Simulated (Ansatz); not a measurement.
**Energy profile**

The step: AlH₃O₂ ([OH][AlH][OH]) → AlHO₂ ([O][Al][OH]) + H₂; bonds formed: H2–H4; bonds broken: Al1–H2, O3–H4 (atoms numbered as in the saddle structure below).

```
6
angstrom
Al 0.2143 0.1872 0.2175
H -0.0390 -1.4410 -0.7013
O 1.5946 -0.4548 0.7554
H 0.6969 -1.4119 -0.2400
O -1.1193 1.1187 -0.1562
H -1.3475 2.0019 0.1246
```

Electronic energies by CCSD(T) at an estimated basis limit (MP2 extrapolated from triple and quadruple zeta, plus CCSD(T) − MP2 in triple zeta), on PBE0-D4/def2-TZVP structures; AlH3O2, singlet; no counterpoise correction. Computed with Ansatz 0.2.0 (basis: def2-TZVPP and def2-QZVPP); correlated methods freeze the cores. Extrapolation: Hartree–Fock as exp(−7.88 √X), correlation as X^−2.97.

Problem. Give the profile in kcal/mol, counted from the start structure. (An estimate is asked for; the value comes from the calculation.)

Solution. The calculation gives:
| point | kcal/mol |
| --- | --- |
| start structure | 0.00 |
| saddle | 69.14 |
| end structure | 63.01 |
| separated: AlHO2 (linked as [O][Al][OH]; Al1, O3, O5, H6; singlet) + H2 (H2, H4; singlet) | 65.71 |

T1 diagnostic: at most 0.024.

For scale, one of the runs: CCSD(T)/def2-TZVPP, 146 basis functions (an equivalent command: `ansatz run in.yaml --threads 2`). Time: 18 s of wall clock on 2 CPU threads; the host was shared. Peak host memory: 0.87 GiB.
